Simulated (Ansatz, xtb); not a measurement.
# Ligand exchange: SiH2(CH3)Cl + KCl → SiH2Cl2 + CH3K

Species: SiH2(CH3)Cl ((chlorosilyl)methane), singlet; KCl, singlet; SiH2Cl2 `Cl[SiH2]Cl`, singlet; CH3K `[CH3][K]`, singlet. The partners trade CH3 for Cl: Si–CH3 and K–Cl bonds give way to Si–Cl and K–CH3.

Shapes, held fixed at every level: PBE0-D4/def2-TZVP. Programs: Ansatz 0.2.0, xtb 6.7.1. The zero-point and thermal change to 298 K, harmonic and unscaled (PBE0-D4/def2-TZVP), is -8.3 kJ/mol.

| level | kind | ΔH(298 K) (kJ/mol) | less CCSD(T)/def2-TZVPP |
| --- | --- | --- | --- |
| GFN1-xTB | semi-empirical | +131.8 | -77.8 |
| HF/def2-TZVPP | Hartree–Fock | +245.9 | +36.3 |
| B3LYP-D4/def2-TZVPP | global hybrid | +207.4 | -2.2 |
| r2SCAN0-D4/def2-TZVPP | global hybrid | +225.7 | +16.1 |
| MP2/def2-TZVPP | perturbation theory | +209.9 | +0.3 |
| CCSD(T)/def2-SVP | coupled cluster or CI | +209.6 | 0.0 |
| CCSD/def2-SVP | coupled cluster or CI | +214.7 | +5.1 |
| CCSD(T)/def2-TZVPP | coupled cluster or CI | +209.6 | 0.0 |

The highest level, CCSD(T)/def2-TZVPP, gives ΔH(298 K) = +209.6 kJ/mol; the levels span +131.8 to +245.9. GFN1-xTB strays far from the other rows. The column of differences is taken from that level and isn't an error. No measured value is set beside it here. Outer-core shells of K are correlated, in sets that cover them unevenly.
